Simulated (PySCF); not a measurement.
Substituent chemical shifts

Parent skeleton `[CH2:1]=[CH:2][CH:3]1[CH:4]=[CH:5][CH:6]1[F:7]`; one hydrogen on atom 5 is replaced by X. Hydrogens on one atom are averaged.

Computed data (PySCF 2.14.0 with density-fitted response routines): NMR shieldings at PBE0/pcSseg-1/GIAO, geometry from GFN2-xTB. Non-relativistic, no solvent model, single conformer.

References, each an isolated molecule treated in the same way: ¹³C (σref 186.93), ¹H (σref 31.72) against TMS; ¹⁹F (σref 170.95) vs CFCl3.

Parent (X = H): C1 123.3, C2 147.1, C3 61.0, C4 153.9, C5 146.7, C6 95.5, F7 -198.4, H(C1) 5.49, H(C2) 5.95 ppm. Effects are Δδ = δ(X) − δ(H), positive for deshielding.

**Question.** Order these by the shift of C3, most shielded first.
A. X = OCH3
B. X = N(SiH3)2
C. X = CH3

**Answer.** B (-13.0 ppm), A (-11.3 ppm), C (-4.2 ppm).

**Question.** Order these by the shift of C6, most shielded first.
A. X = F
B. X = CH2SiH3
C. X = N(SiH3)2

**Answer.** C (-2.9 ppm), B (-1.2 ppm), A (+3.7 ppm).

**Question.** Order these by the shift of H(C1), most shielded first.
A. X = N(SiH3)2
B. X = F
C. X = CH2SiH3

**Answer.** C (-0.06 ppm), B (+0.11 ppm), A (+0.25 ppm).

Unscaled 19F shifts against computed CFCl3 carry errors that often reach 10 to 50 ppm.
